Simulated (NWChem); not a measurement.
System: C7H7, doublet; SMILES Cc1c[c]ccc1

NWChem input:

```
start job
memory heap 200 mb stack 900 mb global 1100 mb
geometry units angstroms
  C      2.335166     0.559569     0.327376
  C      0.894293     0.206787     0.114750
  C      0.524358    -1.130464    -0.075121
  C     -0.795382    -1.413217    -0.246728
  C     -1.801367    -0.491830    -0.250700
  C     -1.433944     0.838316    -0.062081
  C     -0.103025     1.171860     0.117498
  H      2.633393     0.315890     1.347665
  H      2.974644    -0.001966    -0.351017
  H      2.500580     1.622496     0.167903
  H      1.281328    -1.901305    -0.081926
  H     -2.835796    -0.764596    -0.392986
  H     -2.194254     1.606646    -0.058201
  H      0.167052     2.208846     0.262346
end
basis spherical
  * library def2-svp
end
dft
  odft
  mult 2
  xc pbe0
  iterations 150
end
driver
  maxiter 120
end
task dft optimize
```

NWChem printed, in part:

```
             Northwest Computational Chemistry Package (NWChem) 7.3.0
             --------------------------------------------------------

 C1  symmetry detected

                             Geometry "geometry" -> ""
                             -------------------------

 Output coordinates in angstroms (scale by  1.889725989 to convert to a.u.)

  No.       Tag          Charge          X              Y              Z
 ---- ---------------- ---------- -------------- -------------- --------------
    1 C                    6.0000     0.05900428    -2.37019089     0.00524700
    2 C                    6.0000     0.00105924    -0.87277668    -0.00790601
    3 C                    6.0000    -1.23935713    -0.22277525    -0.00498605
    4 C                    6.0000    -1.25110628     1.13771525     0.00129440
    5 C                    6.0000    -0.14211742     1.93214160     0.00376319
    6 C                    6.0000     1.09180254     1.28615615     0.00067820
    7 C                    6.0000     1.15133717    -0.09633177    -0.00464872
    8 H                    1.0000    -0.15209656    -2.74398720     1.00775445
    9 H                    1.0000    -0.68186947    -2.79151394    -0.67155704
   10 H                    1.0000     1.04500896    -2.72156864    -0.28960158
   11 H                    1.0000    -2.15016833    -0.80386103    -0.00781609
   12 H                    1.0000    -0.20179466     3.00969424     0.00674284
   13 H                    1.0000     2.00061860     1.87136583     0.00126564
   14 H                    1.0000     2.11656704    -0.58375971    -0.00744028

 Effective nuclear repulsion energy (a.u.)     261.1147069806

                                Z-matrix (autoz)
                                --------

 Units are Angstrom for bonds and degrees for angles

      Type          Name      I     J     K     L     M      Value
      ----------- --------  ----- ----- ----- ----- ----- ----------
    1 Stretch                  1     2                       1.49859
    2 Stretch                  1     8                       1.09055
    3 Stretch                  1     9                       1.08833
    4 Stretch                  1    10                       1.08748
    5 Stretch                  2     3                       1.40041
    6 Stretch                  2     7                       1.38781
    7 Stretch                  3     4                       1.36056
    8 Stretch                  3    11                       1.08039
    9 Stretch                  4     5                       1.36418
   10 Stretch                  5     6                       1.39279
   11 Stretch                  5    12                       1.07921
   12 Stretch                  6     7                       1.38378
   13 Stretch                  6    13                       1.08093
   14 Stretch                  7    14                       1.08132
   15 Bend                     1     2     3               119.86889
   16 Bend                     1     2     7               121.80069
   17 Bend                     2     1     8               110.06416
   18 Bend                     2     1     9               110.79604
   19 Bend                     2     1    10               110.82637
   20 Bend                     2     3     4               118.15041
   21 Bend                     2     3    11               119.80672
   22 Bend                     2     7     6               121.55402
   23 Bend                     2     7    14               119.18665
   24 Bend                     3     2     7               118.32455
   25 Bend                     3     4     5               125.12129
   26 Bend                     4     3    11               122.04287
   27 Bend                     4     5     6               116.75054
   28 Bend                     4     5    12               122.44621
   29 Bend                     5     6     7               120.09916
   30 Bend                     5     6    13               119.58824
   31 Bend                     6     5    12               120.80321
   32 Bend                     6     7    14               119.25929
   33 Bend                     7     6    13               120.31257
   34 Bend                     8     1     9               107.89064
   35 Bend                     8     1    10               108.30052
   36 Bend                     9     1    10               108.87636
   37 Torsion                  1     2     3     4         179.11542
   38 Torsion                  1     2     3    11          -0.88994
   39 Torsion                  1     2     7     6        -179.14865
   40 Torsion                  1     2     7    14           0.91965
   41 Torsion                  2     3     4     5           0.06529
   42 Torsion                  2     7     6     5           0.04120
   43 Torsion                  2     7     6    13        -179.88475
   44 Torsion                  3     2     1     8         -76.86231
   45 Torsion                  3     2     1     9          42.38331
   46 Torsion                  3     2     1    10         163.36292
   47 Torsion                  3     2     7     6          -0.03195
   48 Torsion                  3     2     7    14        -179.96365
   49 Torsion                  3     4     5     6          -0.05604
   50 Torsion                  3     4     5    12         179.87111
   51 Torsion                  4     3     2     7          -0.01888
   52 Torsion                  4     5     6     7           0.00129
   53 Torsion                  4     5     6    13         179.92778
   54 Torsion                  5     4     3    11        -179.92922
   55 Torsion                  5     6     7    14         179.97286
   56 Torsion                  7     2     1     8         102.24104
   57 Torsion                  7     2     1     9        -138.51334
   58 Torsion                  7     2     1    10         -17.53373
   59 Torsion                  7     2     3    11         179.97576
   60 Torsion                  7     6     5    12        -179.92714
   61 Torsion                 12     5     6    13          -0.00064
   62 Torsion                 13     6     7    14           0.04690

                           NWChem Geometry Optimization
                           ----------------------------

 maximum gradient threshold         (gmax) =   0.000450
 rms gradient threshold             (grms) =   0.000300
 maximum cartesian step threshold   (xmax) =   0.001800
 rms cartesian step threshold       (xrms) =   0.001200
 fixed trust radius                (trust) =   0.300000
 source of zmatrix                         =   autoz

          -------------------
          Energy Minimization
          -------------------

 Using diagonal initial Hessian
 Scaling for Hessian diagonals: bonds = 1.00  angles = 0.25  torsions = 0.10

          --------
          Step   0

                                 NWChem DFT Module
                                 -----------------

 Summary of "ao basis" -> "ao basis" (spherical)
 ------------------------------------------------------------------------------
       Tag                 Description            Shells   Functions and Types
 ---------------- ------------------------------  ------  ---------------------
 C                          def2-svp                 6       14   3s2p1d
 H                          def2-svp                 3        5   2s1p

            General Information
            -------------------
          SCF calculation type: DFT
          Wavefunction type:  spin polarized.
          No. of atoms     :    14
          No. of electrons :    49
           Alpha electrons :    25
            Beta electrons :    24
          Charge           :     0
          Spin multiplicity:     2
          Use of symmetry is: off; symmetry adaption is: off
          Maximum number of iterations: 150
          AO basis - number of functions:   133
                     number of shells:    63
          Convergence on energy requested:  1.00D-06
          Convergence on density requested:  1.00D-05
          Convergence on gradient requested:  5.00D-04

              XC Information
              --------------
                         PBE0 Method XC Functional
                     Hartree-Fock (Exact) Exchange  0.250
          PerdewBurkeErnzerhof Exchange Functional  0.750
            Perdew 1991 LDA Correlation Functional  1.000 local
           PerdewBurkeErnz. Correlation Functional  1.000 non-local

[...]

      ----------------------
      Optimization converged
      ----------------------

  Step       Energy      Delta E   Gmax     Grms     Xrms     Xmax
  ---- ---------------- -------- -------- -------- -------- --------
@    5    -270.35902515 -9.5D-07  0.00005  0.00001  0.00041  0.00136
                                     ok       ok       ok       ok

                                Z-matrix (autoz)
                                --------

 Units are Angstrom for bonds and degrees for angles

      Type          Name      I     J     K     L     M      Value     Gradient
      ----------- --------  ----- ----- ----- ----- ----- ---------- ----------
    1 Stretch                  1     2                       1.50219   -0.00003
    2 Stretch                  1     8                       1.10282    0.00001
    3 Stretch                  1     9                       1.10046    0.00001
    4 Stretch                  1    10                       1.09928    0.00001
    5 Stretch                  2     3                       1.40886    0.00001
    6 Stretch                  2     7                       1.40113    0.00005
    7 Stretch                  3     4                       1.37419    0.00004
    8 Stretch                  3    11                       1.09464    0.00002
    9 Stretch                  4     5                       1.37675    0.00002
   10 Stretch                  5     6                       1.40030    0.00000
   11 Stretch                  5    12                       1.09308    0.00000
   12 Stretch                  6     7                       1.39573    0.00002
   13 Stretch                  6    13                       1.09384   -0.00000
   14 Stretch                  7    14                       1.09347    0.00001
   15 Bend                     1     2     3               120.46047    0.00001
   16 Bend                     1     2     7               121.34829    0.00001
   17 Bend                     2     1     8               110.97816    0.00002
   18 Bend                     2     1     9               111.46298    0.00001
   19 Bend                     2     1    10               111.49207    0.00000
   20 Bend                     2     3     4               117.64384   -0.00001
   21 Bend                     2     3    11               120.38128    0.00001
   22 Bend                     2     7     6               121.73262    0.00000
   23 Bend                     2     7    14               119.00118   -0.00000
   24 Bend                     3     2     7               118.18456   -0.00001
   25 Bend                     3     4     5               126.13204    0.00001
   26 Bend                     4     3    11               121.97484   -0.00000
   27 Bend                     4     5     6               115.82973    0.00000
   28 Bend                     4     5    12               122.78310   -0.00001
   29 Bend                     5     6     7               120.47693    0.00000
   30 Bend                     5     6    13               119.74976    0.00001
   31 Bend                     6     5    12               121.38690    0.00000
   32 Bend                     6     7    14               119.26613    0.00000
   33 Bend                     7     6    13               119.77309   -0.00001
   34 Bend                     8     1     9               107.10472   -0.00001
   35 Bend                     8     1    10               107.49825   -0.00001
   36 Bend                     9     1    10               108.10190   -0.00001
   37 Torsion                  1     2     3     4         178.87438    0.00001
   38 Torsion                  1     2     3    11          -1.20021    0.00002
   39 Torsion                  1     2     7     6        -178.89500   -0.00001
   40 Torsion                  1     2     7    14           1.20517   -0.00002
   41 Torsion                  2     3     4     5           0.12577   -0.00000
   42 Torsion                  2     7     6     5          -0.05270    0.00000
   43 Torsion                  2     7     6    13        -179.88198   -0.00000
   44 Torsion                  3     2     1     8         -76.79453   -0.00001
   45 Torsion                  3     2     1     9          42.49475   -0.00001
   46 Torsion                  3     2     1    10         163.39981   -0.00001
   47 Torsion                  3     2     7     6           0.16887   -0.00001
   48 Torsion                  3     2     7    14        -179.73095   -0.00001
   49 Torsion                  3     4     5     6          -0.00933   -0.00000
   50 Torsion                  3     4     5    12         179.80575    0.00000
   51 Torsion                  4     3     2     7          -0.19814    0.00001
   52 Torsion                  4     5     6     7          -0.02948    0.00000
   53 Torsion                  4     5     6    13         179.79983    0.00000
   54 Torsion                  5     4     3    11        -179.79837   -0.00001
   55 Torsion                  5     6     7    14         179.84686    0.00001
   56 Torsion                  7     2     1     8         102.24822   -0.00000
   57 Torsion                  7     2     1     9        -138.46250    0.00000
   58 Torsion                  7     2     1    10         -17.55744   -0.00000
   59 Torsion                  7     2     3    11         179.72727    0.00001
   60 Torsion                  7     6     5    12        -179.84737    0.00000
   61 Torsion                 12     5     6    13          -0.01805    0.00000
   62 Torsion                 13     6     7    14           0.01758    0.00000

                         Geometry "geometry" -> "geometry"
                         ---------------------------------

 Output coordinates in angstroms (scale by  1.889725989 to convert to a.u.)

  No.       Tag          Charge          X              Y              Z
 ---- ---------------- ---------- -------------- -------------- --------------
    1 C                    6.0000     0.06265978    -2.38033772     0.00738311
    2 C                    6.0000    -0.00873895    -0.87993224    -0.00890063
    3 C                    6.0000    -1.25568736    -0.22418191    -0.00672735
    4 C                    6.0000    -1.25340080     1.14998446     0.00175784
    5 C                    6.0000    -0.14010920     1.95991794     0.00598936
    6 C                    6.0000     1.09474212     1.29965544     0.00126221
    7 C                    6.0000     1.15181160    -0.09488839    -0.00658173
    8 H                    1.0000    -0.14587596    -2.77460886     1.01598676
    9 H                    1.0000    -0.67775789    -2.82610308    -0.67385866
   10 H                    1.0000     1.05864652    -2.73937782    -0.28844535
   11 H                    1.0000    -2.18520729    -0.80227097    -0.01292196
   12 H                    1.0000    -0.20214644     3.05122523     0.00965649
   13 H                    1.0000     2.02118664     1.88119967     0.00090690
   14 H                    1.0000     2.12676521    -0.58997378    -0.01271702

 Effective nuclear repulsion energy (a.u.)     259.0014500747

                Final and change from initial internal coordinates
                --------------------------------------------------

                                Z-matrix (autoz)
                                --------

 Units are Angstrom for bonds and degrees for angles

[...]
```

Level: PBE0/def2-SVP, spin-unrestricted. No frequency run checked for a minimum.
